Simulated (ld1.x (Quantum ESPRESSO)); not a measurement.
**Which change was made? (Se, TM)**

```
Element                 : Se (Z = 34)
Generator               : ld1.x (Quantum ESPRESSO) 7.5
Type                    : norm-conserving Troullier–Martins (Kleinman–Bylander form)
Functional              : LDA (PZ)
Relativity              : scalar-relativistic
Frozen core             : [Ar] 3d10
Valence charge          : 6
Reference configuration : 4s2 4p4
Partial waves           : 4s (bound): rc 1.45 bohr; 4p (bound): rc 1.85 bohr; 4d channel at 0.05 Ry: rc 1.60 bohr
Local potential         : the d channel
Core correction         : none
```

Cutoffs, loose and tight: the cutoffs (Ry, on a coarse ladder) from which the occupation-weighted sum of valence levels, in a spherical-Bessel basis at the reference potential, stays within 10 and 1 mRy of its value at 400 Ry. They do not see the model core or the augmentation charge, which bear on the density cutoff. Test errors are all-electron minus pseudo excitation energies from the reference, over the configurations 4s2 4p3; 4s2 4p2; 4s2 4p1; 4s2 4p0; 4s2 4p4.3; 4s1 4p4; 4s0 4p6 (two spin-polarised tests are not counted in the largest error); variants that change the core or the reference have their own tests. The largest error is taken over the tests solved by every variant that gives reliable tests at all, those not shown here included: 4s0 4p6; 4s1 4p4; 4s2 4p2; 4s2 4p3; 4s2 4p4.3.

The base gives: outcome: generated; cutoff, loose: 25 Ry; cutoff, tight: 55 Ry; bound ghosts: s, p; largest test error (meV): +19.

(1) After one change the result is: outcome: generated; cutoff, loose: 25 Ry; cutoff, tight: 55 Ry; bound ghosts: s, p; largest test error (meV): -31. Which change was it?
A. functional PBE
B. all radii scaled by about 0.91 (s 1.32, p 1.70, d 1.46 bohr)
C. wave 4s (bound): rc 1.45 bohr becomes 4s (bound): rc 0.94 bohr
D. wave 4d channel at 0.05 Ry: rc 1.60 bohr becomes 4d channel at 0.05 Ry: rc 1.74 bohr

Answers

(1) A. The others give: wave 4d channel at 0.05 Ry: rc 1.60 bohr becomes 4d channel at 0.05 Ry: rc 1.74 bohr → outcome: generated; cutoff, loose: 30 Ry; cutoff, tight: 55 Ry; bound ghosts: p; largest test error (meV): +16 | wave 4s (bound): rc 1.45 bohr becomes 4s (bound): rc 0.94 bohr → outcome: generated; cutoff, loose: 260 Ry; cutoff, tight: over 300 Ry; bound ghosts: s, p; largest test error (meV): +184 | all radii scaled by about 0.91 (s 1.32, p 1.70, d 1.46 bohr) → outcome: generated; cutoff, loose: 40 Ry; cutoff, tight: 90 Ry; bound ghosts: s, p; largest test error (meV): +29.
